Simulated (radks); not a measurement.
Ionisation of the arsenic ion As+, [Ar] 3d10 4s2 4p2, to [Ar] 3d10 4s2 4p1 as the strength of local exchange is varied. All-electron calculation, scalar-relativistic Kohn-Sham, Slater X-alpha exchange (alpha = 2/3 is LDA exchange), no correlation, spin-polarised, spherical densities, finite nucleus; open shells are filled with parallel spins first; Fermi nuclear charge, rms radius 4.0968 fm. Program: a radial shooting solver on a logarithmic mesh with Libxc functionals.

| alpha | E(As+) (hartree) | exchange (hartree) | IE (eV) | -e of the level emptied (eV) | <r> of it (bohr) |
|---|---|---|---|---|---|
| 0.572 | -2243.55977 | -66.02510 | 16.578 | 12.171 (4p) | 2.379 |
| 0.667 | -2254.56273 | -77.36383 | 17.709 | 13.245 (4p) | 2.320 |
| 0.696 | -2257.93213 | -80.84617 | 18.061 | 13.582 (4p) | 2.302 |
| 0.751 | -2264.33595 | -87.47761 | 18.738 | 14.230 (4p) | 2.270 |
| x | -2248.76507 | -71.38290 | 17.109 | 12.675 (4p) | 2.351 |

Which alpha was used in the last row?

Answer. alpha = 0.617. NIST Atomic Spectra Database: 18.589 eV (measured). The Delta-SCF value meets it near alpha = 0.74. Open shells are spherical and high-spin; term and fine-structure splittings are not resolved.
